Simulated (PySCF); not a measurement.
# Electronic structure of Bi (bismuth, neutral) at the UHF level

Configuration: [Xe] 4f14 5d10 6s1 6p3 6d1, high-spin 6D determinant (an excited configuration). All numbers are calculated (PySCF 2.14, scalar relativity through the core potential, in aug-cc-pVQZ-PP with ECP60MDF).

```
Total energy                                                  : -213.123024 hartree
One-electron energy                                           : -368.7669 hartree
Hartree (Coulomb) energy                                      : 171.7571 hartree
Exchange energy                                               : -16.1132 hartree
⟨S²⟩                                                          : 8.7573
⟨L²⟩                                                          : 6.031
Sum of ⟨r⟩                                                    : 36.12 bohr
Sum of ⟨r²⟩                                                   : 92.53 bohr²
Traceless quadrupole moment −½Σ⟨3z² − r²⟩ along its main axis : 10.3 e·bohr²
```

```csv
shell,electrons,mean orbital energy (eV),spread (eV),"rms radius, mean of both spins (bohr)"
5s α,1,-186.91,0,0.900
5s β,1,-186.01,0,0.900
5p α,3,-120.89,0.014,1.02
5p β,3,-120.34,0.059,1.02
5d α,5,-40.717,0.109,1.31
5d β,5,-39.782,0.090,1.31
6s α,1,-26.002,0,2.34
6p α,3,-12.435,0.014,2.95
6d α,1,-1.700,0,5.98
```

Energies and moments cover only the electrons outside the core potential. Spin-orbit coupling is strong in this species (close to jj coupling), so the high-spin LS determinant is a model state, not a physical level. The outer electron is Rydberg-like, and this basis confines it to a smaller radius and binds it less than a complete one would.
